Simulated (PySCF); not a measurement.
Simulation results for B$_{2}$FH$_{4}$Si

All values are calculated (PySCF 2.14.0). Calculation on a computer-drawn molecule: the log of a Hartree-Fock and frozen-core CCSD(T) single point meant for a local Hartree-Fock minimum, with one planted fault or none, to be diagnosed. Offsets are logged minus clean, where the clean run is the same molecule without the fault. The reference is restricted for singlets and unrestricted otherwise, and also for a bond in bohr or an excited solution. Adding or removing an electron swaps singlet and doublet. The excited solution moves the top pair (singlet) or top alpha electron (doublet) to the lowest empty orbital. Highest occupied and lowest empty are orbital energies over both spins, largest force is the largest gradient component, triples share is (T) over the correlation energy, the T1 limit is 0.02 restricted and 0.045 unrestricted, electrons count all cores, a negative frequency is imaginary (commonest isotopes), and the dipole is about the centre of nuclear charge.

```yaml
- formula: B2FH4Si
  logged_structure:
    atoms_angstrom:
      - [B, -0.4391, 2.3174, 0.3687]
      - [Si, 0.5716, 0.8389, 1.2162]
      - [B, 2.0424, -0.211, 0.3213]
      - [F, 2.3858, 0.088, -0.93]
      - [H, -0.1839, 2.6411, -0.756]
      - [H, -1.3045, 2.8967, 0.9609]
      - [H, 0.268, 0.4304, 2.6061]
      - [H, 2.6415, -1.1057, 0.8517]
  given:
    meant_charge: 0
    meant_multiplicity: 2
    meant_basis: "cc-pV(D+d)Z"
    logged_electrons: 37
    logged_basis_functions: 85
    logged_SCF_converged: "yes"
    logged_spin_squared: 0.7623
    "logged_highest_occupied [eV]": -8.5358
    "logged_lowest_empty [eV]": 0.018244
    "logged_largest_force [hartree/bohr]": 1.9793e-05
    "logged_lowest_frequency [cm^-1]": 118.63
    logged_T1_diagnostic: 0.017105
    logged_D1_diagnostic: 0.059668
    logged_triples_share: 0.024355
    logged_CC_converged: "yes"
    "logged_dipole_magnitude [debye]": 1.0065
    logged_SCF_stable_within_its_kind: "yes"
    "logged_energy_HF [hartree]": -440.05803
    "logged_energy_CCSD(T) [hartree]": -440.54985
    possible_faults: "no fault, one electron removed, one electron added, multiplicity raised by two, geometry at a saddle point, SCF held on an excited solution, minimal basis STO-3G, one bond length entered in bohr, all coordinates scaled"
    drawn_bonds_atom: [1, 2, 3, 1, 1, 2, 3]
    drawn_bonds_other_atom: [2, 3, 4, 5, 6, 7, 8]
    drawn_bonds_order: [1, 1, 1, 1, 1, 1, 1]
  results:
    planted_fault: null
```

**Q.** Which fault was planted in the run of B$_{2}$FH$_{4}$Si?
**A.** no fault

Further results for B$_{2}$FH$_{4}$Si:

| Item | Value |
| --- | --- |
| HF energy offset from clean run | 0 kcal/mol |
| CCSD(T) energy offset from clean run | 0 kcal/mol |
